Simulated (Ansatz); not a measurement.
The cluster Mn2O⁺, relaxed as a doublet with UKS PBE0-D4/def2-TZVP in Ansatz, starting from the GFN1-xTB geometry. Force threshold 0.02 eV/Å.

The charge 1 doublet is spin-contaminated (final ⟨S²⟩ up to 5.70, 0.75 for a pure state). The structure comes from a short search, and lower isomers may exist.

Start:

```xyz
3

Mn   -0.0953    1.0969    1.1682
Mn    0.0945   -1.0970   -1.1682
O     0.0008    0.0001   -0.0001
```

**Question.** Estimate the energy that the relaxation releases and the steps that it takes.

**Answer.** 129.3 kJ/mol, in 6 steps; 37 s on 4 threads of Intel Xeon on a shared host. No frequencies were taken in this run, so the end may be a saddle point.

**Question.** Does the start keep its bonding and symmetry?

**Answer.** By distances, no bond broke or formed. The bond that changes most is Mn2–O3, from 1.61 to 1.92 Å (atoms count from 1). Point group D∞h at the start, C∞v at the end, both within 0.05 Å.

**Question.** Predict the relaxed structure.

**Answer.** 
Cartesian coordinates in Å:
```
Mn -0.106 1.218 1.297
Mn 0.109 -1.267 -1.349
O -0.004 0.048 0.051
```
Bond lengths (bridged metal pairs left out): 2 × Mn–O 1.71 to 1.92 Å.
